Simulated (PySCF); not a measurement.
# Germanium: a sound run and one with changed settings

Sound run: Ge [Ar] 3d10 4s2 4p2, Ge⁺ [Ar] 3d10 4s2 4p1. Calculation: PySCF 2.14, in 6-31G*; no relativity, point nucleus. In the sound run the correlated levels freeze [Ar] 3d10. The sound run starts from symmetry-adapted Hartree-Fock orbitals and uses a fine grid where one is needed.

A second run was set up differently.

```csv
species,method,sound run (hartree),changed run (hartree),converged
Ge,MP2,-2075.07467,-2075.27192,yes
Ge⁺,MP2,-2074.79288,-2074.98834,yes
```

Ionisation energy of Ge:

```
 method  sound run (eV)  changed run (eV)
    UHF           7.445             7.445
    MP2           7.668             7.717
SCS-MP2           7.609             7.639
```

(1) What was changed?
A. minimal basis
B. all electrons correlated in a valence basis
C. too few SCF iterations
D. level shift left on

## Answers

(1) B. A valence basis has no tight correlating functions, so it recovers only part of the core correlation, and not evenly between atom and ion.
